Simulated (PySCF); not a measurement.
Atom-mapped SMILES (the numbers label the heavy atoms): `[OH:1][NH:2][c:3]1[cH:4][cH:5][cH:6][cH:7][cH:8]1`. Hydrogens are named by the atom that carries them.

GIAO PBE0/pcSseg-1 shifts (PySCF 2.14, gas phase, non-relativistic, equivalent atoms averaged), each against references optimised in the same way as the molecule (H2O, NH3, TMS).

On the GFN2-xTB geometry: O1 118.3, N2 172.5, C3 155.5, C5/C7 134.7, C6 124.4, C4/C8 114.3, H(C5)/H(C7) 7.53, H(C6) 7.04, H(C4)/H(C8) 6.91, H(N2) 6.39, H(O1) 4.09 ppm.

Q: What changes on the PBE0-D3(BJ)/def2-SVP geometry?

A: 
```tsv
atoms	δ (ppm)	change
O1	101.2	-17.1
N2	162.7	-9.8
C3	154.9	-0.6
C5/C7	134.6	-0.1
C6	124.6	+0.2
C4/C8	114.8	+0.5
H(C5)/H(C7)	7.33	-0.20
H(C6)	6.91	-0.13
H(C4)/H(C8)	6.88	-0.03
H(N2)	5.79	-0.60
H(O1)	3.46	-0.63
```

Bonds between heavy atoms that differ most (equivalent bonds averaged): O1–N2 1.416 → 1.388 Å, C4–C5 1.381 → 1.391 Å, C5–C6 1.385 → 1.395 Å, C3–C4 1.393 → 1.402 Å, N2–C3 1.393 → 1.397 Å. Mean change of bonds to hydrogen: O–H -0.003 Å, N–H +0.003 Å, C–H +0.012 Å.
